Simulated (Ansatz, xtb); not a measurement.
**Relative energy of two isomers of C4H5ClN2O**

Structure X: `COc1c[nH]c(Cl)n1`, a singlet. Structure Y: `OCn1cnc(Cl)c1`, a singlet. Both are isolated molecules in the gas phase, relaxed with r2SCAN-D4/def2-SVP; the shapes shown needn't be the lowest conformers.

X (Å):

```yaml
atoms:
  - { symbol: C, position_ang: [-1.4753, -1.2943, 2.6562] }
  - { symbol: C, position_ang: [-1.5554, -0.0159, 0.6986] }
  - { symbol: C, position_ang: [-1.8959, 1.0243, -0.1491] }
  - { symbol: C, position_ang: [-0.5988, -0.4611, -1.1405] }
  - { symbol: Cl, position_ang: [0.3188, -1.1878, -2.3945] }
  - { symbol: N, position_ang: [-1.2573, 0.7062, -1.3409] }
  - { symbol: N, position_ang: [-0.7528, -0.9289, 0.0750] }
  - { symbol: O, position_ang: [-1.9462, -0.1418, 1.9746] }
  - { symbol: H, position_ang: [-0.3739, -1.3143, 2.6939] }
  - { symbol: H, position_ang: [-1.8859, -1.2344, 3.6720] }
  - { symbol: H, position_ang: [-1.8186, -2.2185, 2.1632] }
  - { symbol: H, position_ang: [-2.5029, 1.9151, -0.0185] }
  - { symbol: H, position_ang: [-1.2749, 1.2398, -2.2022] }
```

Y (Å):

```xyz
13

C     0.1074    1.4391   -2.2085
C    -0.4695   -0.9941   -2.5690
C     1.4298   -1.9058   -2.3499
C     1.6615   -0.5542   -2.1872
Cl    2.6117   -3.1552   -2.2738
N     0.4159    0.0239   -2.3360
N     0.1183   -2.1711   -2.5868
O     0.4191    1.9489   -0.9536
H    -0.1269    1.4944   -0.2961
H     0.7103    2.0077   -2.9331
H    -0.9608    1.5448   -2.4801
H    -1.5332   -0.8075   -2.7298
H     2.5570    0.0219   -1.9696
```

Problem. Estimate E(Y) − E(X) at the level CCSD(T)/def2-SVP + ΔMP2/def2-TZVPP.

Solution. Calculated at CCSD(T)/def2-SVP + ΔMP2/def2-TZVPP: E(Y) − E(X) = −0.250 eV, so structure Y lies lower.

The same difference at several levels:

| level | geometry | E(Y) − E(X) (eV) | departure from the last row (eV) | job, with rough time for the two |
| --- | --- | --- | --- | --- |
| GFN2-xTB | GFN2-xTB | +0.090 | +0.340 | optimisation, 0.2 s |
| HF/STO-3G | GFN2-xTB | +0.158 | +0.408 | single point, 0.42 s |
| r2SCAN-D4/def2-SVP//GFN2-xTB | GFN2-xTB | −0.014 | +0.236 | single point, 4 s |
| r2SCAN-D4/def2-SVP | r2SCAN-D4/def2-SVP | −0.041 | +0.208 | optimisation, 46 s |
| HF/def2-SVP | r2SCAN-D4/def2-SVP | −0.152 | +0.098 | part of the CCSD(T) run |
| MP2/def2-SVP | r2SCAN-D4/def2-SVP | −0.203 | +0.046 | part of the CCSD(T) run |
| CCSD(T)/def2-SVP | r2SCAN-D4/def2-SVP | −0.180 | +0.070 | single point |
| CCSD(T)/def2-SVP + ΔMP2/def2-TZVPP | r2SCAN-D4/def2-SVP | −0.250 |  | single point, 84 s |

As drawn, Y has 1 C–N, 1 O–H in place of 1 C–O, 1 N–H.

GFN2-xTB, HF/STO-3G put the two in the other order. r2SCAN-D4/def2-SVP//GFN2-xTB finds them nearly level. The largest departure from CCSD(T)/def2-SVP + ΔMP2/def2-TZVPP is that of HF/STO-3G, 0.408 eV. The last row adds to CCSD(T) the change of the MP2 difference between the two basis sets, here −0.070 eV.

With thermal terms from frequencies at re-optimised GFN2-xTB minima (ideal gas, soft modes damped towards free rotors, one conformer each, 298.15 K, 1 atm): on the last row, ΔE + ΔZPE = −0.241, ΔH = −0.246, ΔG = −0.242 eV.

The correlated steps freeze 12 core orbitals. Run with Ansatz 0.2.0, xtb 6.7.1; the last row on 4 threads of Arm Neoverse V1 on a shared host.
